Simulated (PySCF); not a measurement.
SMILES CCO/C=C(\C)CC, C7H14O

Geometry (Å), atoms numbered from 1 in this order:
```xyz
22

C     3.7316    0.4568   -0.1827
C     2.5420   -0.4142   -0.5534
O     1.3892    0.1242    0.0559
C     0.2018   -0.4437   -0.3172
C    -0.9384   -0.2128    0.3259
C    -0.9959    0.6815    1.5280
C    -2.2299   -0.8137   -0.1527
C    -3.1619    0.2401   -0.7533
H     3.8570    0.4744    0.8965
H     3.5655    1.4735   -0.5285
H     4.6356    0.0664   -0.6411
H     2.7039   -1.4461   -0.2063
H     2.4148   -0.4376   -1.6464
H     0.2416   -1.0917   -1.1873
H    -1.3753    1.6662    1.2568
H    -1.6550    0.2616    2.2859
H     0.0000    0.8058    1.9432
H    -2.0232   -1.5782   -0.9045
H    -2.7361   -1.2953    0.6882
H    -2.6743    0.7415   -1.5860
H    -4.0763   -0.2254   -1.1149
H    -3.4272    0.9860   -0.0088
```

Method: GIAO X3LYP/6-31G magnetisability, rotational g tensor and spin-rotation constants, non-relativistic, gas phase in PySCF 2.14.0. Geometry: GFN2-xTB.

**Question.** What are the magnetisability and the molar susceptibility?

**Answer.** Isotropic -1423 × 10⁻³⁰ J/T², or -85.7 × 10⁻⁶ cm³/mol; principal values -1520, -1394, -1356 × 10⁻³⁰ J/T², anisotropy 148 × 10⁻³⁰ J/T² (root of half the summed squared differences of the principal values). The susceptibility is in cgs units.

**Question.** Split it along the inertial axes a, b, c into diamagnetic and paramagnetic parts about the centre of mass, with the quadrupole moment.

**Answer.** 
| axis | χ (10⁻⁶ cm³/mol) | diamagnetic (10⁻⁶ cm³/mol) | paramagnetic (10⁻⁶ cm³/mol) | summed x² of all electrons (Å²) | quadrupole Θ (D Å) |
| --- | --- | --- | --- | --- | --- |
| a | -84.9 | -377.4 | 292.5 | 362.9 | +4.70 |
| b | -81.8 | -1663.4 | 1581.6 | 59.8 | -0.68 |
| c | -90.5 | -1793.4 | 1703.0 | 29.2 | -4.03 |

Anisotropies 2χaa − χbb − χcc = +2.4 and 2χbb − χaa − χcc = +11.8 × 10⁻⁶ cm³/mol. Θ is traceless in Buckingham's convention.

**Question.** And the rotational g tensor?

**Answer.** 
| axis | rotational constant (GHz) | g | nuclear part | electronic part |
| --- | --- | --- | --- | --- |
| a | 5.1003 | -0.0140 | 0.6869 | -0.7009 |
| b | 0.8180 | -0.0022 | 0.6055 | -0.6078 |
| c | 0.7575 | +0.0017 | 0.6078 | -0.6061 |

Asymmetric top; isotopes 12C, 1H, 16O; no vibrational averaging.
